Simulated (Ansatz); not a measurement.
A CCSD(T) single point on `[NH2][Al]([NH2])[O][SiH3]`.

```yaml
crystal:
  periodic: [false, false, false]
  atoms:
    - {symbol: N, position_ang: [-1.563380, 0.011332, 1.683960]}
    - {symbol: Al, position_ang: [-0.307808, -0.548730, 0.582288]}
    - {symbol: N, position_ang: [0.322757, -2.192769, 0.640034]}
    - {symbol: O, position_ang: [0.309108, 0.521496, -0.563460]}
    - {symbol: Si, position_ang: [0.903313, 1.550462, -1.657870]}
    - {symbol: H, position_ang: [-1.999771, -0.538714, 2.403944]}
    - {symbol: H, position_ang: [-1.942709, 0.943048, 1.676789]}
    - {symbol: H, position_ang: [0.028878, -2.911422, 1.279213]}
    - {symbol: H, position_ang: [1.040357, -2.541286, 0.027148]}
    - {symbol: H, position_ang: [0.935611, 2.935553, -1.112100]}
    - {symbol: H, position_ang: [2.290144, 1.166473, -2.040783]}
    - {symbol: H, position_ang: [0.060500, 1.549459, -2.885161]}
basis:
  gaussian: {orbitals: def2-TZVPP}
correlation: {method: ccsd_t}
output: {orbitals: {seedname: orbitals}}
```

```sh
$ ansatz run in.yaml --threads 4 --pin off --events-out ev --progress --plain
```

Output of Ansatz, abridged:

```
Functional definition: HF
1609 factors; integrals over basis functions are off by at most 7.4e-4 eV
mean field evaluation 1: about -19557.6020 eV, gradient 6.1e1 eV
mean field evaluation 2: about -19557.7748 eV, gradient 6.1e1 eV
mean field evaluation 4: about -19564.6880 eV, gradient 4.2e0 eV
mean field evaluation 8: about -19564.7713 eV, gradient 3.5e-1 eV
mean field evaluation 16: about -19564.7720 eV, gradient 9.8e-7 eV
mean field -19564.77199412 eV, -718.9921093053 hartree, gradient 9.8e-7 eV, S^2 0.000000; 0 other end points of the search recorded, 0 dependent functions left out
13 core orbitals not correlated: weight in the atoms' cores, before any rotation towards them, 1.000 or more for the frozen orbitals, at most 0.000 for the correlated occupied ones
reference -19564.77199412 eV, -718.9921093053 hartree; 15, 15 occupied and 247, 247 virtual orbitals, 1609 factors
second order -23.54156649 eV of doubles, -0.00000000 eV of singles
cycle   1  -23.95296654 eV  change   -4.1e-1 eV  update   9.8e-2
cycle   2  -24.50042825 eV  change   -5.5e-1 eV  update   2.9e-2
cycle   3  -24.62327707 eV  change   -1.2e-1 eV  update   1.4e-2
cycle   4  -24.61144348 eV  change    1.2e-2 eV  update   3.1e-3
cycle   5  -24.61134955 eV  change    9.4e-5 eV  update   1.3e-3
cycle   6  -24.61172190 eV  change   -3.7e-4 eV  update   3.4e-4
cycle   7  -24.61147521 eV  change    2.5e-4 eV  update   1.1e-4
cycle   8  -24.61144578 eV  change    2.9e-5 eV  update   3.5e-5
perturbative correction -0.85869114 eV, -0.0315563173 hartree
Total energy: -19590.24213104 eV, -719.9281195728 hartree
```

Hardware: 4 threads of a server CPU on a shared host. Wall time 120 s, peak host memory 7.2 GiB.

The correlation energy is -25.470 eV, 3.4 % of it from (T); the T1 diagnostic reads 0.0105.
